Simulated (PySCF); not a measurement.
Compound: CH₇BBiOP.
Cartesian coordinates in Å at the PBE0-D3(BJ)/def2-SVP level; atoms count from 1:
```xyz
12
CH7BBiOP angstrom
C     -0.7789   -1.5264   -0.5987
O      0.3966   -0.9714   -0.0611
B      0.6841    0.3152    0.1553
P      2.4476    0.7407    0.7931
Bi    -0.7103    2.2004   -0.3654
H     -1.2606   -2.1501    0.1691
H     -1.4817   -0.7483   -0.9319
H     -0.5087   -2.1659   -1.4517
H      2.0676    1.7249    1.7503
H      2.6325   -0.3299    1.7164
H     -1.4168    1.4173   -1.8251
H     -2.0331    1.5019    0.6378
```

Level of theory: PBE0-D3(BJ)/def2-SVP geometry optimisation, gas phase, def2 core potentials past Kr (PySCF 2.14.0).

(1) Which atoms are bound to Bi5, and at what distances?

(2) List the angles at Bi5.

(3) What is the shape at Bi5?

(4) What are the other bond lengths?

(5) Give some angles away from the centre.

(6) What are the rotational constants (commonest isotopes, rigid rotor)?

Answers

(1) 3 atoms: H11 1.801 Å, H12 1.801 Å, B3 2.402 Å. The nearest atom not counted as bound is H7, at 3.10 Å.

(2) 
```csv
angle,degrees,distance of the outer atoms (Å)
B3–Bi5–H11,93.6,3.09
B3–Bi5–H12,90.1,3.00
H11–Bi5–H12,89.7,2.54
```

(3) Pyramidal: angles 93.6°, 90.1° and 89.7°, sum 273.3°, 1.11 Å off the plane of its three neighbours.

(4) C1–O2 1.407 Å; O2–B3 1.336 Å; B3–P4 1.923 Å; C1–H6, C1–H7, C1–H8 1.100 Å; P4–H9, P4–H10 1.425 Å.

(5) C1–O2–B3 128.4°, O2–B3–P4 117.7°, O2–B3–Bi5 126.6°, P4–B3–Bi5 115.5°.

(6) A = 2281, B = 962.0, C = 688.5 MHz: an asymmetric top.

Charge 0, singlet. Not checked by PBE0-D3(BJ)/def2-SVP frequencies.

The run took 74 s wall on one thread, Arm Neoverse N1 (aarch64), shared host, and the process peaked at 0.53 GiB of memory. This is the geometry optimisation.

One conformer stands for the species.
